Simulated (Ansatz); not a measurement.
`C=C[SiH2]O[SiH](F)F` + HBr → `F[SiH](F)Br` + `C=C[SiH2]O`  (ligand exchange at the Si–O bond)

Calculated with Ansatz (gas phase, PBE0-D4/def2-TZVP geometries, no zero-point term in ΔE). CBS: MP2 limit from def2 TZ/QZ plus the TZ coupled-cluster correction, frozen cores. Functionals use def2-TZVPP. B3LYP here is the variant with VWN-RPA as its local correlation; programs differ in this. For Br outer-core shells are correlated without core-valence functions, which leaves a few kJ/mol of doubt a bond. Scalar relativity is left out up to krypton. Each species was taken in one conformer, which may not be the lowest.

| level | ΔE (kJ/mol) | difference from CCSD(T)/CBS |
| --- | --- | --- |
| PBE-D4 | 36.4 | -12.6 |
| PBE0-D4 | 41.9 | -7.1 |
| B3LYP-D4 | 54.1 | 5.1 |
| ωB97X-V | 48.2 | -0.8 |
| B2PLYP | 49.6 | 0.6 |
| PBE | 32.1 | -16.9 |
| PBE0 | 37.7 | -11.3 |
| MP2/def2-TZVPP | 48.4 | -0.6 |
| CCSD/def2-TZVPP | 55.8 | 6.8 |
| MP2/def2-QZVPP | 46.5 | -2.5 |
| CCSD(T)/CBS | 49.0 | 0 |

Largest T1 diagnostic among the species: 0.012.

The D4 term adds +6.2 kJ/mol with B3LYP and +4.2 kJ/mol with PBE0; it sums over pairs of atoms, weighted by their polarisabilities, and B3LYP, whose exchange is more repulsive, gets the larger term. In def2-TZVPP, CCSD(T) changes the Hartree–Fock value by −8.0 kJ/mol (the triples alone add −2.2 kJ/mol) and MP2 by −13.1 kJ/mol. From PBE to PBE0 (25 % exact exchange), in def2-TZVPP and without D4, ΔE moves by +5.6 kJ/mol.
